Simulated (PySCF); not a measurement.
**Correlation energy of Mg⁺ (magnesium, charge +1)**

[Ne] 3s1, 2S determinant. Computed with PySCF 2.14 in aug-cc-pCVTZ-DK, with scalar relativity by spin-free X2C-1e. Frozen: 1s2; 9 electrons correlated.

| level | correlation energy (mhartree) |
| --- | --- |
| CCSD | -267.50 |
| (T) | -2.15 |
| CCSD(T) | -269.65 |

Diagnostics: T1 = 0.0040, D1 = 0.0135, largest double amplitude 0.017.

Cost of the coupled-cluster step: of the order of 7 core-seconds, for 9 correlated electrons.
